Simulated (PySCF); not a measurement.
# KCa⁻: from constants to spectrum

RHF-CCSD(T) constants of KCa⁻, ¹Σ⁺ (singlet), closed shell (PySCF, no relativity, basis sets K def2-SVPD, Ca def2-SVPD; masses 38.9637 and 39.9626 u):

| Property | Result |
| --- | --- |
| ωe | 67.4 cm⁻¹ |
| ωexe | 0.451 cm⁻¹ |
| Be | 0.041194 cm⁻¹ |
| αe | 0.000330 cm⁻¹ |
| De to K⁻ + Ca | 0.356 eV |

**Question.** What force constant and bond length do these constants imply?

**Answer.** Reduced mass μred = 19.728 u; k = 5.8918×10⁻⁷·μred·ωe² (u, cm⁻¹, mdyn/Å) = 0.0528 mdyn/Å; Re = √(16.8576/(μred·Be)) (u, cm⁻¹, Å) = 4.554 Å.

**Question.** Estimate the centrifugal constant D from the Kratzer relation and find the Dunham coefficient a1.

**Answer.** D = 4Be³/ωe² = 6.16e-08 cm⁻¹; a1 = −1 − αeωe/(6Be²) = -3.18.

Correlated steps freeze 10 core orbitals. The bond is weak. Basis-set superposition, not corrected here, can be much of De in a small basis, most of all at correlated wavefunction levels. For an ion De counts to the pair picked by the measured ionisation energies or electron affinities, which need not be the lowest pair at this level. The CCSD T1 diagnostic is raised, a sign that a single reference may not be enough here.
